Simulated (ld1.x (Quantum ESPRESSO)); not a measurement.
**Which change was made? (I, TM)**

```
Element                 : iodine (I)
Generator               : ld1.x (Quantum ESPRESSO) 7.5
Type                    : norm-conserving Troullier–Martins (Kleinman–Bylander form)
Functional              : LDA (PZ)
Relativity              : scalar-relativistic
Frozen core             : [Kr]
Valence charge          : 17
Reference configuration : 4d10 5s1 5p6
Partial waves           : 5s (bound): rc 1.50 bohr; 5p (bound): rc 1.45 bohr; 4d (bound): rc 1.40 bohr
Local potential         : all-electron potential smoothed inside 1.25 bohr (lloc = -1)
Core correction         : Bessel-smoothed model core inside 0.85 bohr
```

Cutoffs, loose and tight: the cutoffs (Ry, on a coarse ladder) from which the occupation-weighted sum of valence levels, in a spherical-Bessel basis at the reference potential, stays within 10 and 1 mRy of its value at 400 Ry. They do not see the model core or the augmentation charge, which bear on the density cutoff. Test errors are all-electron minus pseudo excitation energies from the reference, over the configurations 4d10 5s2 5p5; 4d10 5s2 5p4; 4d10 5s2 5p3; 4d9 5s2 5p5; 4d9 5s2 5p6; 4d10 5s1 5p5; 4d10 5s2 5p4.5 (two spin-polarised tests are not counted in the largest error); variants that change the core or the reference have their own tests.

The base gives: outcome: generated; cutoff, loose: 120 Ry; cutoff, tight: 200 Ry; bound ghosts: s, p; largest test error (meV): -1096.

Task: After one change the result is: outcome: generated; cutoff, loose: 120 Ry; cutoff, tight: 200 Ry; bound ghosts: p; largest test error (meV): -374. Which change was it?
A. local potential the s channel
B. local potential all-electron potential smoothed inside 1.12 bohr (lloc = -1)
C. core [Ar] 3d10 4s2, valence charge 23; reference 4p6 4d10 5s1.5 5p5.5; waves now 5s (bound): rc 1.55 bohr; 4p (bound): rc 1.05 bohr; 4d (bound): rc 1.30 bohr; local potential all-electron potential smoothed inside 0.85 bohr (lloc = -2); core correction none

Result: A. The others give: core [Ar] 3d10 4s2, valence charge 23; reference 4p6 4d10 5s1.5 5p5.5; waves now 5s (bound): rc 1.55 bohr; 4p (bound): rc 1.05 bohr; 4d (bound): rc 1.30 bohr; local potential all-electron potential smoothed inside 0.85 bohr (lloc = -2); core correction none → outcome: generated, misses its reference levels by 0.27 eV; cutoff, loose: 160 Ry; cutoff, tight: 230 Ry; bound ghosts: s; largest test error (meV): -1618 | local potential all-electron potential smoothed inside 1.12 bohr (lloc = -1) → outcome: generated; cutoff, loose: 120 Ry; cutoff, tight: 200 Ry; bound ghosts: s, p; largest test error (meV): -501.
